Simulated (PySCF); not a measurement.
C3H3ClF2.

```xyz
9

F     -1.9201    -1.5235     0.5897
C     -1.3441    -0.3046     0.8453
F     -2.0105     0.6428     0.1167
C      0.1128    -0.3469     0.4870
C      0.6560     0.5167    -0.3857
Cl     2.3269     0.5081    -0.8273
H     -1.5085    -0.0802     1.9269
H      0.7158    -1.1231     0.9834
H      0.0633     1.2993    -0.8829
```
Charge 0, spin multiplicity 1.

Geometry optimised at PBE-D3(BJ)/def2-SVP. Other conformers were not sampled.

Computed with PBE/pcSseg-1 in PySCF. Non-relativistic, no solvent.

Computed absolute GIAO shielding of each atom: isotropic value and principal components (ppm):
```
atom  σ(iso)    σ11    σ22    σ33   span
----  ------  -----  -----  -----  -----
F1     272.2  164.4  307.2  344.9  180.4
C2      56.1   33.7   58.0   76.6   42.9
F3     302.4  199.1  333.5  374.6  175.5
C4      45.6  -58.3   71.8  123.2  181.6
C5      37.5  -58.1   47.9  122.5  180.6
Cl6    679.3  437.3  700.0  900.7  463.4
H7      24.4   22.1   23.3   27.9    5.7
H8      25.1   22.6   24.1   28.6    6.1
H9      24.4   20.1   23.7   29.3    9.2
```
